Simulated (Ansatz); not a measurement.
Basis-set extrapolation for `[NH2][Al]([OH])[F]` (PBE0-D4/def2-TZVP geometry, frozen core, the Gaussian-basis code of Ansatz). Multiplicity 1, RHF reference.

|  | def2-TZVPP | def2-QZVPP |
| --- | --- | --- |
| HF | -472.717108 | -472.736584 |
| MP2 correlation | -0.783770 | -0.850543 |
| CCSD(T) correlation | -0.820073 | not run |

Energies in hartree. Use E(X) = E(∞) + A·exp(−7.88·√X) for Hartree–Fock and E(X) = E(∞) + B·X^(−2.97) for correlation, with X = 3 and 4, and add CCSD(T) minus MP2 of the smaller set to the MP2 limit.

Question: What is the CCSD(T) energy at the basis-set limit?

Answer: HF limit: -472.736584 + (-0.019476) × 0.13774 = -472.73927. MP2 limit: -0.850543 + (-0.066773) × 0.74074 = -0.90000. Higher-order term: -0.820073 − (-0.783770) = -0.03630. Total: -473.67557 hartree, 363.3 kJ/mol below CCSD(T)/def2-TZVPP.
